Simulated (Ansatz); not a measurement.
Ansatz results at the PBE0-D4/def2-TZVP geometry: HOMO–LUMO gap (PBE/def2-TZVPP) 4.06 eV; HOMO–LUMO gap (ωB97M-V/def2-TZVPP) 9.82 eV; size of the dipole moment (B3LYP/def2-TZVPP) 0.60 D.

(1) Which molecule gave them?
A. `C/[C]([AlH2])=C\F`
B. `F[C@H]1C[C@@H]1[AlH2]`
C. `FC[SiH2]F`
D. `NCO[SiH2]Cl`

## Answers

(1) A. The others give `FC[SiH2]F`: 6.48, 12.99, 2.20; `NCO[SiH2]Cl`: 6.02, 12.43, 1.49; `F[C@H]1C[C@@H]1[AlH2]`: 4.13, 10.02, 1.15.

B3LYP here is the variant with VWN-RPA as its local correlation; programs differ in this.
